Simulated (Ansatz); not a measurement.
Gas-phase electronic energies from Ansatz, PBE0-D4/def2-TZVP geometries. CCSD(T)/CBS adds triple-zeta CCSD(T) − MP2 to the extrapolated MP2 energy (def2 sets, frozen cores). This one scheme is used for every species. DFT in def2-TZVPP. B3LYP here is the variant with VWN-RPA as its local correlation; programs differ in this. HSE06 is defined as in plane-wave codes. One conformer a species, not always the lowest.

Reaction (formal exchange of groups at a C–C bond): `CCC(F)(F)F` + dimethylamine → `CNCC(F)(F)F` + ethane

```tsv
level	ΔE (kJ/mol)	difference from CCSD(T)/CBS
LDA (SPW92)	4.0	-0.3
PBE-D4	3.6	-0.7
revPBE-D4	3.6	-0.7
BLYP-D4	3.5	-0.8
r2SCAN-D4	3.4	-0.9
B97M-V	3.1	-1.2
PBE0-D4	3.3	-1.0
B3LYP-D4	3.3	-1.0
r2SCAN0-D4	3.2	-1.1
HSE06-D4	3.3	-1.0
BHLYP-D4	3.0	-1.3
CAM-B3LYP-D4	3.2	-1.1
ωB97X-V	3.4	-0.9
ωB97M-V	3.4	-0.9
B2PLYP	3.6	-0.7
PBE	3.7	-0.6
revPBE	3.5	-0.8
r2SCAN	3.6	-0.7
PBE0	3.5	-0.8
B3LYP	3.4	-0.9
r2SCANh	3.6	-0.7
HSE06	3.5	-0.8
BHLYP	3.2	-1.1
CAM-B3LYP	3.5	-0.8
LC-ωPBE	3.6	-0.7
RPA@PBE/def2-TZVPP	3.2	-1.1
HF/def2-SVP	0.2	-4.1
MP2/def2-SVP	1.0	-3.3
CCSD/def2-SVP	0.6	-3.7
HF/def2-TZVPP	2.2	-2.1
MP2/def2-TZVPP	4.2	-0.1
SCS-MP2/def2-TZVPP	4.0	-0.3
CCSD/def2-TZVPP	3.4	-0.9
CCSD(T)/def2-TZVPP	3.5	-0.8
HF/def2-QZVPP	2.4	-1.9
MP2/def2-QZVPP	4.8	0.5
SCS-MP2/def2-QZVPP	4.5	0.2
HF/CBS(def2)	2.4	-1.9
MP2/CBS(def2)	5.1	0.8
CCSD/CBS(def2)	4.3	0.0
CCSD(T)/CBS	4.3	0
```

Largest T1 diagnostic among the species: 0.011.

At CCSD(T), def2-SVP lies −3.8 kJ/mol from the extrapolated value and def2-TZVPP −0.8 kJ/mol. Leaving LDA and LC-ωPBE aside and taking each functional with its dispersion term where it has one, the values spread over 0.7 kJ/mol, from BHLYP-D4 to B2PLYP.
